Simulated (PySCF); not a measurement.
Al(H)(Cl)(OEt) (C₂H₆AlClO), SMILES CC[O][AlH][Cl].

Coordinates come from a PBE-D3(BJ)/def2-SVP optimisation. The structure was generated by enumeration; whether it is a known compound was not checked. One conformer was computed; it need not be the lowest.

Calculation: PBE-D3(BJ)/def2-SVP (PySCF).

Frequencies are harmonic and unscaled.

Computed harmonic wavenumbers and intensities:
```json
[
 {"mode": "1", "ν (cm⁻¹)": "29", "IR (km/mol)": "0.2", "moving atoms (share of kinetic energy)": "H 43 %, C 39 %, Cl 11 %"},
 {"mode": "2", "ν (cm⁻¹)": "73", "IR (km/mol)": "3.2", "moving atoms (share of kinetic energy)": "C 36 %, Cl 35 %, H 19 %"},
 {"mode": "3", "ν (cm⁻¹)": "116", "IR (km/mol)": "5.6", "moving atoms (share of kinetic energy)": "O 34 %, Al 26 %, H 23 %, C 15 %"},
 {"mode": "4", "ν (cm⁻¹)": "229", "IR (km/mol)": "12.2", "moving atoms (share of kinetic energy)": "O 32 %, H 30 %, Al 21 %, Cl 14 %"},
 {"mode": "5", "ν (cm⁻¹)": "298", "IR (km/mol)": "4.4", "moving atoms (share of kinetic energy)": "H 70 %, O 16 %"},
 {"mode": "6", "ν (cm⁻¹)": "429", "IR (km/mol)": "2.4", "moving atoms (share of kinetic energy)": "O 40 %, H 30 %, C 28 %"},
 {"mode": "7", "ν (cm⁻¹)": "448", "IR (km/mol)": "113.5", "moving atoms (share of kinetic energy)": "H 77 %, Al 17 %"},
 {"mode": "8", "ν (cm⁻¹)": "497", "IR (km/mol)": "42.0", "moving atoms (share of kinetic energy)": "Al 44 %, Cl 42 %"},
 {"mode": "9", "ν (cm⁻¹)": "630", "IR (km/mol)": "64.7", "moving atoms (share of kinetic energy)": "H 83 %, C 10 %"},
 {"mode": "10", "ν (cm⁻¹)": "716", "IR (km/mol)": "153.0", "moving atoms (share of kinetic energy)": "Al 44 %, H 23 %, C 17 %, O 14 %"},
 {"mode": "11", "ν (cm⁻¹)": "784", "IR (km/mol)": "0.8", "moving atoms (share of kinetic energy)": "H 92 %"},
 {"mode": "12", "ν (cm⁻¹)": "923", "IR (km/mol)": "17.1", "moving atoms (share of kinetic energy)": "H 47 %, C 36 %, O 12 %"},
 {"mode": "13", "ν (cm⁻¹)": "1073", "IR (km/mol)": "7.4", "moving atoms (share of kinetic energy)": "C 57 %, H 40 %"},
 {"mode": "14", "ν (cm⁻¹)": "1130", "IR (km/mol)": "13.1", "moving atoms (share of kinetic energy)": "H 57 %, C 38 %"},
 {"mode": "15", "ν (cm⁻¹)": "1177", "IR (km/mol)": "298.9", "moving atoms (share of kinetic energy)": "O 47 %, C 40 %, H 10 %"},
 {"mode": "16", "ν (cm⁻¹)": "1264", "IR (km/mol)": "11.6", "moving atoms (share of kinetic energy)": "H 91 %"},
 {"mode": "17", "ν (cm⁻¹)": "1326", "IR (km/mol)": "1.9", "moving atoms (share of kinetic energy)": "H 80 %, C 18 %"},
 {"mode": "18", "ν (cm⁻¹)": "1360", "IR (km/mol)": "29.4", "moving atoms (share of kinetic energy)": "H 74 %, C 24 %"},
 {"mode": "19", "ν (cm⁻¹)": "1408", "IR (km/mol)": "6.1", "moving atoms (share of kinetic energy)": "H 97 %"},
 {"mode": "20", "ν (cm⁻¹)": "1423", "IR (km/mol)": "0.6", "moving atoms (share of kinetic energy)": "H 96 %"},
 {"mode": "21", "ν (cm⁻¹)": "1449", "IR (km/mol)": "2.4", "moving atoms (share of kinetic energy)": "H 92 %"},
 {"mode": "22", "ν (cm⁻¹)": "1965", "IR (km/mol)": "111.4", "moving atoms (share of kinetic energy)": "H 96 %"},
 {"mode": "23", "ν (cm⁻¹)": "2930", "IR (km/mol)": "70.8", "moving atoms (share of kinetic energy)": "H 94 %"},
 {"mode": "24", "ν (cm⁻¹)": "2967", "IR (km/mol)": "12.4", "moving atoms (share of kinetic energy)": "H 97 %"},
 {"mode": "25", "ν (cm⁻¹)": "2979", "IR (km/mol)": "33.7", "moving atoms (share of kinetic energy)": "H 91 %, C 9 %"},
 {"mode": "26", "ν (cm⁻¹)": "3061", "IR (km/mol)": "22.3", "moving atoms (share of kinetic energy)": "H 91 %, C 9 %"},
 {"mode": "27", "ν (cm⁻¹)": "3065", "IR (km/mol)": "18.9", "moving atoms (share of kinetic energy)": "H 91 %, C 9 %"}
]
```
